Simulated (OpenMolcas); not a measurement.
## What dynamic correlation does to the levels of Ni²⁺

```yaml
Program: OpenMolcas 26.06
Basis: ANO-R2 [6s5p4d2f1g]
Scalar_Hamiltonian: X2C, finite nucleus
Active_space: 8 electrons in 6 orbitals (3d 4s)
State_averaging: 2S+1 = 3 even, 55 roots; 2S+1 = 5 even, 10 roots kept (CI in the orbitals of an earlier block); 2S+1 = 1 even, 50 roots kept (CI in the orbitals of an earlier block)
Spin-orbit_coupling: RASSI with atomic mean-field integrals over the reference wave functions, term energies averaged over their components
```

Methods on the same reference wave functions:
A. CASSCF
B. SS-CASPT2, IPEA 0.25 Eh, imaginary shift 0.1 Eh (closed shells correlated: 3s 3p)
C. MS-CASPT2, IPEA 0.25 Eh, imaginary shift 0.1 Eh (closed shells correlated: 3s 3p)

Energies in eV above 3d⁸ ³F₄, the measured ground level; measured values from Corliss and Sugar, J. Phys. Chem. Ref. Data 10, 197 (1981).

```tsv
Level	A	B	C	Measured
3d⁸ ³F₄	0.0000	0.0000	0.0000	0.0000
3d⁸ ³F₃	0.1798	0.1803	0.1803	0.1687
3d⁸ ³F₂	0.3033	0.300	0.300	0.2814
3d⁸ ¹D₂	2.2475	1.654	1.653	1.7397
3d⁸ ³P₂	2.7133	2.077	2.077	2.0658
3d⁸ ³P₁	2.7635	2.122	2.122	2.1050
3d⁸ ³P₀	2.7994	2.156	2.156	2.1363
3d⁸ ¹G₄	3.4835	2.840	2.840	2.8651
3d⁷ 4s ⁵F₅	3.6413	6.315	6.315	6.6584
3d⁷ 4s ⁵F₄	3.7536	6.427	6.427	6.7767
3d⁷ 4s ⁵F₃	3.8422	6.516	6.516	6.8695
3d⁷ 4s ⁵F₂	3.9074	6.581	6.581	6.9372
3d⁷ 4s ⁵F₁	3.9502	6.623	6.623	6.9813
3d⁷ 4s ³F₄(1)	4.8341	7.308	7.308	
3d⁷ 4s ³F₃(1)	4.9853	7.459	7.459	
3d⁷ 4s ³F₂(1)	5.0912	7.563	7.563	
3d⁷ 4s ⁵P₃	6.3192	8.528	8.528	8.8112
3d⁷ 4s ⁵P₂	6.3641	8.566	8.566	8.8505
3d⁷ 4s ⁵P₁	6.4192	8.624	8.624	8.9073
3d⁷ 4s ³G₅	6.6166	9.000	9.001	9.3141
3d⁷ 4s ³G₄	6.6802	9.062	9.062	9.3790
3d⁷ 4s ³G₃	6.7479	9.131	9.131	9.4522
3d⁷ 4s ¹G₄	7.2492	9.525	9.525	9.8258
3d⁷ 4s ³P₀(2) [52 %]	7.4951	9.453	9.448
```

Deviations, from unrounded energies. A percentage is the sum of absolute deviations over the sum of measured energies, with the sign that they share, or ± where signs differ.

```tsv
Against measurement	Levels	A	B	C
mean absolute deviation (cm-1)	19	15000	1700	1700
fine structure of the ground term (%)	2	+7.3	+6.6	+6.6
other terms of the ground configuration (%)	5	+28.4	±1.5	±1.5
other configurations (%)	12	-33.7	-3.9	-3.9
```

B, C lie about equally close to measurement and A furthest from it. The largest miss of C in the table is 3d⁷ 4s ⁵F₁, by -2900 cm-1. The ranking rests on the paired levels alone, and a cruder setting can come out closer through cancelling errors.

Between B and C the level of the table that moves most is 3d⁷ 4s ³P₀(2) [52 %], by 37 cm-1 (lowest in C, highest in B). Moves below CASPT2's spread within the term are not significant.

The two smallest mean deviations differ by little beside CASPT2's spread within terms, so their order carries little weight.

From A to B the spin-free energies of the other terms of 3d⁸ shown, above ³F, scale by factors of 0.72 to 0.81, as is usual when dynamic correlation screens the repulsion within a d or f shell.

The lowest spin-free term lies below A's lowest term by 0.684 hartree in B, 0.684 hartree in C.

CASPT2 breaks the degeneracy within a term, and the mean is taken; among the terms shown or strongly mixed into the levels shown the widest spread is 2100 cm-1 (3d⁸ ¹G, C). Terms from blocks run as CI alone lack orbitals of their own. A single d shell beside an s shell can misplace configurations of different d count against each other. Without dynamic correlation excited terms often stand tens of per cent too high (terms of higher spin than the ground term too low), and those without a measured partner can miss by more than the paired ones (holds for A). Some levels mix across a computed gap that differs much from the measured one, so their mixing is not that of the real levels (holds for A). The CASPT2 spread within a term exceeds the gap to the next term for 3d⁷ 4s ³P(1) and 3d⁷ 4s ¹G, so the order of their levels is uncertain (holds for C). Computed and measured levels are paired by configuration, term and J; levels that our copy of the source lacks, or whose pairing is in doubt (as where it misses far off the trend of its configuration), stay unpaired and out of the deviations. Levels of configurations outside the active space are missing. The table leaves out levels that lie high or whose names do not pair safely across all columns.

A share in square brackets marks a mixed level and gives the weight of the term that names it, the lowest over the columns. A number in round brackets counts repeated terms of one configuration in the order of the reference energies.
